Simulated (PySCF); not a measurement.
Ligands exchanged one at a time, Ge OH-SH. Gas-phase values, no solvent. One relaxed conformer stands for each flexible species; it need not be the lowest. Strings in code marks are SMILES.

Calculation: B3LYP-D3(BJ)/def2-TZVP in PySCF. B3LYP has the VWN-RPA correlation part, as in Gaussian. Delta-SCF ions had no search for a lower state. Excitations are Tamm–Dancoff values on a coarser integration grid. The basis has no diffuse functions, so Rydberg states are missing or too high.

```json
[
 {"species": "0 of 4 OH replaced by SH", "S1 excitation (TDA) (eV)": "7.00", "vertical ionisation energy (Delta-SCF) (eV)": "11.29", "HOMO (eV)": "-8.92", "LUMO (eV)": "-0.75"},
 {"species": "1 of 4 OH replaced by SH", "S1 excitation (TDA) (eV)": "5.64", "vertical ionisation energy (Delta-SCF) (eV)": "___", "HOMO (eV)": "-7.61", "LUMO (eV)": "-0.85"},
 {"species": "2 of 4 OH replaced by SH (`[OH][Ge]([OH])([SH])[SH]`)", "S1 excitation (TDA) (eV)": "5.35", "vertical ionisation energy (Delta-SCF) (eV)": "9.73", "HOMO (eV)": "___", "LUMO (eV)": "-1.11"},
 {"species": "3 of 4 OH replaced by SH (`[OH][Ge]([SH])([SH])[SH]`)", "S1 excitation (TDA) (eV)": "4.70", "vertical ionisation energy (Delta-SCF) (eV)": "___", "HOMO (eV)": "-7.26", "LUMO (eV)": "-1.51"},
 {"species": "4 of 4 OH replaced by SH (`[Ge]([SH])([SH])([SH])[SH]`)", "S1 excitation (TDA) (eV)": "___", "vertical ionisation energy (Delta-SCF) (eV)": "9.08", "HOMO (eV)": "-7.22", "LUMO (eV)": "___"}
]
```

Q: Fill in the missing entries.

A: 
- 1 of 4 OH replaced by SH, vertical ionisation energy (Delta-SCF) (eV): 10.13
- 2 of 4 OH replaced by SH (`[OH][Ge]([OH])([SH])[SH]`), HOMO (eV): -7.59
- 3 of 4 OH replaced by SH (`[OH][Ge]([SH])([SH])[SH]`), vertical ionisation energy (Delta-SCF) (eV): 9.23
- 4 of 4 OH replaced by SH (`[Ge]([SH])([SH])([SH])[SH]`), S1 excitation (TDA) (eV): 4.35
- 4 of 4 OH replaced by SH (`[Ge]([SH])([SH])([SH])[SH]`), LUMO (eV): -1.85
